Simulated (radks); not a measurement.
Valence configurations of Zn+ (all share [Ar]). Method: scalar-relativistic Kohn-Sham, PBE, spin-polarised, spherical densities, point nucleus; open shells are filled with parallel spins first; computed with a radial shooting solver on a logarithmic mesh with Libxc functionals. Energies are relative to 3d10 4s1; eigenvalues in eV for spin up.

| valence | E (eV) | moment (Bohr magnetons) | e(3d) | e(4p) | e(4s) |
|---|---|---|---|---|---|
| 3d10 4s1 | 0.000 | 1 | -19.824 | - | -14.521 |
| 3d10 4s0.5 4p0.5 | 3.165 | 1 | -20.700 | -8.671 | -15.039 |
| 3d9.5 4s1.5 | 3.550 | 1 | -23.211 | - | -15.252 |
| 3d10 4p1 | 6.365 | 1 | -21.549 | -9.105 | - |
| 3d9 4s2 | 8.021 | 1 | -26.856 | - | -15.992 |
| 3d9 4s1 4p1 | 13.871 | 3 | -28.522 | -10.539 | -17.772 |
| 3d9 4p2 | 21.158 | 3 | -30.101 | -11.292 | - |
| 3d8 4s1 4p2 | 33.242 | 5 | -37.934 | -12.633 | -20.756 |
| 3d7 4s2 4p2 | 53.291 | 5 | -46.856 | -13.625 | -22.378 |
| 3d6.5 4s2 4p2.5 | 68.622 | 6 | -52.200 | -14.645 | -23.817 |

NIST lists [Ar] 3d10 4s1 as the ground configuration; this level of theory agrees among the configurations tried. The energies are those of spherical high-spin densities, not of single terms.
